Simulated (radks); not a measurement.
Results of a calculation; reference values are marked as such.
Be I, configuration [He] 2s2.

Level of theory: Dirac Kohn-Sham, Slater X-alpha with alpha = 0.804, spin-unpolarised, spherical densities, finite nucleus; Fermi nuclear charge, rms radius 2.519 fm (a radial shooting solver on a logarithmic mesh with Libxc functionals).

Energy parts (hartree):
| part | energy |
|---|---|
| total | -14.70044 |
| kinetic | 14.70633 |
| electron-nucleus | -33.83733 |
| Hartree | 7.23659 |
| exchange | -2.80602 |

Orbitals (lengths in bohr, moments of r in powers of bohr; <r^-3> diverges for s and p1/2; r(90%) holds 90 % of the orbital's charge):
| orbital | occ. | eigenvalue (hartree) | r(90%) | <r^-3> |
|---|---|---|---|---|
| 1s1/2 | 2 | -3.99570 | 0.754 | - |
| 2s1/2 | 2 | -0.20390 | 4.09 | - |

The highest occupied level is 2s1/2 at -5.548 eV. Summed over all electrons, <r^2> = 16.31 bohr^2, which gives a Langevin (diamagnetic) susceptibility term of -12.9 x 10^-6 cm^3/mol. The electron density at the nucleus is 36.12 e/bohr^3.
